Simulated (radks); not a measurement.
Results of a calculation; reference values are marked as such.
Tb+, 64 electrons, occupied as [Xe] 4f9 6s1 (the NIST ground configuration).

Level of theory: scalar-relativistic Kohn-Sham, r2SCAN, spin-polarised, spherical densities, finite nucleus; open shells are filled with parallel spins first (spin-orbit coupling, left out, can overturn this in heavy ions); meta-GGA in the generalised Kohn-Sham scheme; Fermi nuclear charge, rms radius 5.06 fm (a radial shooting solver on a logarithmic mesh with Libxc functionals).

Energy parts (eV):
| part | energy |
|---|---|
| total | -318624.20 |
| kinetic | 342901.82 |
| electron-nucleus | -778259.49 |
| Hartree | 123711.93 |
| exchange-correlation | -6978.45 |

Orbitals (lengths in bohr, moments of r in powers of bohr; <r^-3> diverges for s and p1/2; r(max) is where P^2 peaks):
1s up: occ. 1; eigenvalue (eV) -51935.05; <r^2> 0.0006318; <r^4> 1.065e-06; r(max) 0.01364
1s down: occ. 1; eigenvalue (eV) -51935.04; <r^2> 0.0006318; <r^4> 1.065e-06; r(max) 0.01364
2s down: occ. 1; eigenvalue (eV) -8635.978; <r^2> 0.009886; <r^4> 0.0001682; r(max) 0.07746
2s up: occ. 1; eigenvalue (eV) -8635.976; <r^2> 0.009886; <r^4> 0.0001683; r(max) 0.07746
2p up: occ. 3; eigenvalue (eV) -7671.218; <r^2> 0.007990; <r^4> 0.0001264; r(max) 0.06280; <r^-3> 12100
2p down: occ. 3; eigenvalue (eV) -7671.207; <r^2> 0.007990; <r^4> 0.0001264; r(max) 0.06280; <r^-3> 12100
3s up: occ. 1; eigenvalue (eV) -1929.130; <r^2> 0.06533; <r^4> 0.006447; r(max) 0.2195
3s down: occ. 1; eigenvalue (eV) -1926.740; <r^2> 0.06523; <r^4> 0.006426; r(max) 0.2194
3p up: occ. 3; eigenvalue (eV) -1630.051; <r^2> 0.06563; <r^4> 0.006786; r(max) 0.2156; <r^-3> 2564
3p down: occ. 3; eigenvalue (eV) -1627.659; <r^2> 0.06551; <r^4> 0.006759; r(max) 0.2155; <r^-3> 2569
3d up: occ. 5; eigenvalue (eV) -1240.040; <r^2> 0.05515; <r^4> 0.005417; r(max) 0.1767; <r^-3> 343.1
3d down: occ. 5; eigenvalue (eV) -1238.187; <r^2> 0.05501; <r^4> 0.005385; r(max) 0.1765; <r^-3> 343.9
4s up: occ. 1; eigenvalue (eV) -393.2591; <r^2> 0.3312; <r^4> 0.1595; r(max) 0.5050
4s down: occ. 1; eigenvalue (eV) -387.7113; <r^2> 0.3312; <r^4> 0.1595; r(max) 0.5048
4p up: occ. 3; eigenvalue (eV) -294.3409; <r^2> 0.3744; <r^4> 0.2098; r(max) 0.5272; <r^-3> 567.5
4p down: occ. 3; eigenvalue (eV) -288.7797; <r^2> 0.3745; <r^4> 0.2101; r(max) 0.5269; <r^-3> 566.7
4d up: occ. 5; eigenvalue (eV) -158.0259; <r^2> 0.4520; <r^4> 0.3339; r(max) 0.5473; <r^-3> 63.73
4d down: occ. 5; eigenvalue (eV) -152.4281; <r^2> 0.4535; <r^4> 0.3379; r(max) 0.5469; <r^-3> 63.56
5s up: occ. 1; eigenvalue (eV) -56.3272; <r^2> 1.963; <r^4> 5.752; r(max) 1.179
5s down: occ. 1; eigenvalue (eV) -53.6556; <r^2> 2.042; <r^4> 6.236; r(max) 1.194
5p up: occ. 3; eigenvalue (eV) -32.7896; <r^2> 2.750; <r^4> 11.99; r(max) 1.340; <r^-3> 74.19
5p down: occ. 3; eigenvalue (eV) -30.9435; <r^2> 2.847; <r^4> 12.69; r(max) 1.363; <r^-3> 68.80
4f up: occ. 7; eigenvalue (eV) -11.0105; <r^2> 1.043; <r^4> 3.624; r(max) 0.5555; <r^-3> 8.392
6s up: occ. 1; eigenvalue (eV) -9.2738; <r^2> 15.74; <r^4> 365.2; r(max) 3.326
6s down: occ. 0; eigenvalue (eV) -7.3082; <r^2> 18.49; <r^4> 528.8; r(max) 3.473
4f down: occ. 2; eigenvalue (eV) -6.0854; <r^2> 1.332; <r^4> 8.309; r(max) 0.5582; <r^-3> 7.873

The highest occupied level is 4f down at -6.085 eV. The configuration is held as typed, so some empty levels lie below it. The spin density at the nucleus is 40.36 e/bohr^3 (1s 0.20, 2s -0.35, 3s -15.04, 4s 2.59, 5s 20.71, 6s 32.25). Spin moment in Bohr magnetons: 6. The density falls to 0.001 e/bohr^3 at r = 4.47 bohr.
